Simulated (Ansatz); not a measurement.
`FC[SiH2][SiH2]F` + `N[SiH3]` → `F[SiH2]N[SiH3]` + `FC[SiH3]`  (cleavage of the Si–Si bond)

Program: Ansatz. Geometries: PBE0-D4/def2-TZVP. ΔE: electronic, gas phase. CBS: MP2 limit from def2 TZ/QZ plus the TZ coupled-cluster correction, frozen cores. This one scheme is used for every species. Functionals use def2-TZVPP. HSE06 is defined as in plane-wave codes. One conformer a species, not always the lowest.

Question: Is it downhill or uphill in electronic energy at CCSD(T)/CBS, and by how much? (Best estimate.)

Answer: Ansatz gave: Downhill: ΔE = -91.9 kJ/mol.

Question: What do these levels give: BLYP-D4, HSE06-D4, BHLYP-D4, revPBE, LC-ωPBE, RPA@PBE/def2-TZVPP? (Estimate.)

Answer: The calculation gave: BLYP-D4 -83.0, HSE06-D4 -76.9, BHLYP-D4 -95.2, revPBE -67.2, LC-ωPBE -83.3, RPA@PBE/def2-TZVPP -92.7 kJ/mol.

Largest T1 diagnostic among the species: 0.012.

In def2-TZVPP, CCSD(T) changes the Hartree–Fock value by +10.8 kJ/mol (the triples alone add +1.2 kJ/mol) and MP2 by +3.7 kJ/mol. From r2SCAN to r2SCAN0 (25 % exact exchange), in def2-TZVPP and without D4, ΔE moves by −3.4 kJ/mol.
